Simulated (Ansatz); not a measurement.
Molecule: sum formula YOBr (charge +1, doublet). The spin state was set by rule; other spins were not relaxed. 
Geometry from a B3LYP-D3(BJ)/def2-TZVP (Ansatz, a program for electronic structure) optimisation:
```xyz
3

Y      0.9336    -0.4436     0.2641
O      1.5628    -0.0029    -1.5484
Br    -1.3975     0.4949     0.0597
```
Charge +1, spin multiplicity 2.

Basis-set convergence of Hartree-Fock and CCSD(T) correlation energies (hartree) with Ansatz. Correlated levels leave the core frozen unless marked. UHF or UKS for open shells. No spin-orbit coupling. The frozen core is the preceding noble-gas configuration, with the filled d and f shells of earlier blocks. In def2 rows, elements after Kr have scalar-relativistic effective core potentials.

```tsv
basis	functions	E(HF)	E(corr, CCSD(T))
def2-SVPD	98	-2684.63194	-0.34675
def2-TZVPPD	153	(withheld)	(withheld)
```

Problem. Complete the blanks.

Solution. 
- def2-TZVPPD, E(HF): -2685.04737
- def2-TZVPPD, E(corr, CCSD(T)): -0.43400
